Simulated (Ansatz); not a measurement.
Program: Ansatz. Geometries: PBE0-D4/def2-TZVP. ΔE: electronic, gas phase. CBS: MP2 limit from def2 TZ/QZ plus the TZ coupled-cluster correction, frozen cores. This one scheme is used for every species. Functionals use def2-TZVPP. For Ge outer-core shells are correlated without core-valence functions, which leaves a few kJ/mol of doubt a bond. Scalar relativity is left out up to krypton. One conformer a species, not always the lowest.

`B[CH2][GeH2][SiH3]` + H₂ → `B[CH2][GeH3]` + SiH₄  (hydrogenolysis of a Ge–Si bond)

```csv
species,ωB97X-V energy (Eh)
`B[CH2][GeH2][SiH3]`,-2434.62441
H₂,-1.17262
`B[CH2][GeH3]`,-2143.95991
SiH₄,-291.84038
```

Work out ΔE.

ΔE = (-2143.95991) + (-291.84038) − (-2434.62441) − (-1.17262) = -0.00326 Eh = -8.6 kJ/mol. CCSD(T)/CBS gives -2.1 kJ/mol.

Largest T1 diagnostic among the species: 0.012.

In def2-TZVPP, CCSD(T) changes the Hartree–Fock value by +40.6 kJ/mol (the triples alone add +7.0 kJ/mol) and MP2 by +44.7 kJ/mol. The D4 term adds +13.3 kJ/mol with B3LYP and +7.4 kJ/mol with PBE0; it sums over pairs of atoms, weighted by their polarisabilities, and B3LYP, whose exchange is more repulsive, gets the larger term.

B3LYP here is the variant with VWN-RPA as its local correlation; programs differ in this.
